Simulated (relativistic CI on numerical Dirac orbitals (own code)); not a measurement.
Method of calculation: Dirac-Coulomb-Breit CI, KLI orbitals optimised for each configuration, a model potential for QED, unscaled Slater integrals (own radial code, finite nucleus).

The strongest absorption lines from the ground level of an ion, among the configurations computed and to levels below about 234 eV (vacuum wavelength in nm, gf): 6.7607 (0.35), 6.7913 (0.32), 6.8285 (1.3), 6.8345 (0.51), 6.9221 (0.46), 7.3206 (25), 7.3731 (12), 7.3984 (19).

Which ion is it?
A. Eu¹⁸⁺
B. Pm¹⁸⁺
C. Pm¹⁶⁺
D. Pm¹⁴⁺

C. Pm¹⁶⁺ has 45 electrons and the ground level 4s²4p⁶4d⁹ ²D5/2; the strongest line goes to 4s²4p⁶4d⁸4f ²F°7/2. The pattern of lines fixes the number of electrons, and along that sequence the line energies rise steadily with the charge (about as its square where n changes within one kind of shell, about linearly where n is kept but much faster in heavy ions where fine structure, which grows about as Z⁴, sets the gap, and irregularly where shells cross), which fixes Z. Configurations outside the model, such as inner-shell arrays, can give stronger lines. At this charge energies of transitions that change n are usually good to better than 1 %, and those within a shell (Δn = 0) to a few per cent.

LS names give the leading component of a level, which can be under half, so a name can repeat, a term be missing and a line seem to break the LS rules.
